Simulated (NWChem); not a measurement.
Molecule: C2H2N3, doublet; SMILES [c]1ncn[nH]1

Computed with NWChem. Spin-unrestricted. In the optimisation the excess spin sits in a' (Cs, its own frame). Geometry: optimised at PBE0/def2-SVP, spin-unrestricted. No stability test was run on the SCF state. Gas-phase geometry, NWChem's default radii.

COSMO at PBE0/def2-SVP gives an electrostatic solvation energy of -2.38 kcal/mol for ε = 1.5. Its surface charges are scaled by f = (ε − 1)/ε.

Q: Estimate the value for ε = 46.7 from the scaling alone and compare it with a run.

A: 
1. f = 0.3333 and 0.9786; their ratio is 2.936.
2. With a rigid solute density the energy is proportional to f: -2.38 × 2.936 = -6.99 kcal/mol.
3. The run gives -7.67 kcal/mol, 0.68 lower; the difference is the response of the solute's density to the stronger field.
